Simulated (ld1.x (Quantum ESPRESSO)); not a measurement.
## zirconium, RRKJ: configuration errors across variants

| Quantity | Value |
| --- | --- |
| Element | zirconium |
| Generator | ld1.x (Quantum ESPRESSO) 7.5 |
| Type | norm-conserving RRKJ (Kleinman–Bylander form) |
| Functional | PBE |
| Relativity | scalar-relativistic |
| Frozen core | [Ar] 3d10 4s2 |
| Valence charge | 10 |
| Reference configuration | 4p6 4d2 5s2 5p0 |
| Partial waves | 4p (bound): rc 2.25 bohr; 4d (bound): rc 2.60 bohr; 5s (bound): rc 3.00 bohr |
| Local potential | the s channel |
| Core correction | a·sin(br)/r model core inside 1.65 bohr |
| rho0 | 0.01 |

All-electron excitation energies from the reference (eV): (1) 4p6 4d2 5s1 5p0 7.137; (2) 4p6 4d2 5s0 5p0 20.077; (3) 4p6 4d1 5s0 5p0 42.704; (4) 4p6 4d2 5s1.5 5p0 2.880; (5) 4p6 4d2 5s0 5p2 6.214; (6) 4p6 4d2 5s1 5p1 3.041; (7) 4p6 4d2.5 5s1.5 5p0 0.514.

2 further variants failed, have other tests or another functional or relativity, and are left out.

Errors AE − PS in meV (a dash: test not solved or not reliable):

```csv
change,(1),(2),(3),(4),(5),(6),(7),bound ghosts
base,-5.1,-33,-21,-1.2,-1116,-483,-11,none
type TM semilocal; local potential the d channel; rho0 0,-4.2,-26,+49,-1.1,+175,+83,-7.9,none
wave 4p (bound): rc 2.25 bohr becomes 4p (bound): rc 2.20 bohr,-5.2,-33,-21,-1.3,-1115,-483,-11,none
wave 5s (bound): rc 3.00 bohr becomes 5s (bound): rc 2.94 bohr,-5.1,-33,-21,-1.2,-1116,-483,-11,none
wave 4d (bound): rc 2.60 bohr becomes 4d (bound): rc 3.68 bohr,-7.9,-82,+181,-1.2,-1131,-486,+17,none
core correction none,-3.1,-13,+42,-0.9,-1107,-481,-9.8,none
core correction a·sin(br)/r model core inside 1.62 bohr,-5.1,-33,-21,-1.2,-1116,-483,-11,none
wave 5s (bound): rc 3.00 bohr becomes 5s (bound): rc 3.28 bohr,-4.8,-34,-28,-1.2,-1113,-481,-10,none
wave 5s (bound): rc 3.00 bohr becomes 5s (bound): rc 2.40 bohr,-1.7,-23,-47,-0.4,-988,-428,-6.0,none
```

(1) Give the same row for: all radii but the core radius scaled by about 1.35 (s 4.04, p 3.02, d 3.50 bohr).

Results:

(1) -6.9, -110, -70, -0.6, -1247, -522, +16; bound ghosts: none.
